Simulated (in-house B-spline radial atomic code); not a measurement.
Checks on a self-consistent run for neutral thulium, [Xe] (4f5/2)6 (4f7/2)7 6s2. Level of theory: Dirac-Hartree-Fock, average of the jj configuration, Fermi nucleus of rms radius 5.2256 fm; calculated with a radial B-spline atomic code at the basis-set limit.

```tsv
orbital	q	ε (Eh)	<1/r>	<r²>	small-component weight
1s1/2	2	-2195.73083	79.0657	0.000548421	0.066858
2s1/2	2	-375.08987	19.0703	0.00844572	0.014992
2p1/2	2	-356.66819	18.999	0.00610398	0.015004
2p3/2	4	-320.56018	16.4114	0.00731421	0.013745
3s1/2	2	-86.31935	7.00079	0.0554042	0.0048726
3p1/2	2	-78.23809	6.90249	0.051363	0.0047986
3p3/2	4	-70.46820	6.24479	0.0580447	0.0044498
3d3/2	4	-56.88011	6.11233	0.0457646	0.0043052
3d5/2	6	-55.18339	5.95338	0.0475871	0.0042065
4s1/2	2	-17.99958	2.89969	0.280572	0.001535
4p1/2	2	-14.71454	2.78678	0.293802	0.0014493
4p3/2	4	-12.92471	2.57092	0.329475	0.0013296
4d3/2	4	-7.51809	2.34187	0.374199	0.0011402
4d5/2	6	-7.13623	2.28493	0.389082	0.0011029
4f5/2	6	-0.53864	1.73226	0.767345	0.00068524
4f7/2	7	-0.46981	1.69765	0.8182	0.00066378
5s1/2	2	-2.37849	1.05203	1.77979	0.00028607
5p1/2	2	-1.39035	0.926536	2.28078	0.00022693
5p3/2	4	-1.16337	0.846753	2.66936	0.00019366
6s1/2	2	-0.19431	0.289846	20.9577	2.0871e-05
```

Electron-electron repulsion V_ee = 5058.3655 hartree.

Q: What total energy follows from the eigenvalues?

A: The eigenvalues count the repulsion twice, so E = Σqε - V_ee = -8515.944 - 5058.365 = -13574.310 hartree; the run printed -13574.310.

Q: Does the Dirac virial theorem hold?

A: For a point nucleus E = -2c²Σq·w, with w the small-component weight. Here Σq·w = 0.36136 and c = 137.0360, so the ratio E/(-2c²Σq·w) is 1.000186; the finite nucleus accounts for the departure from 1.

Q: What diamagnetic shielding (Lamb formula) and susceptibility (Langevin formula) do the radii give?

A: σ = (α²/3)Σq<1/r> = 487.806/(3·137.036²) = 8658.8 ppm, and χ = -0.79199×10⁻⁶·Σq<r²> = -62.03×10⁻⁶ cm³/mol with Σq<r²> = 78.317 bohr². Both are non-relativistic formulas without the paramagnetism of open shells; for so heavy an element the full relativistic shielding is larger by tens of per cent.
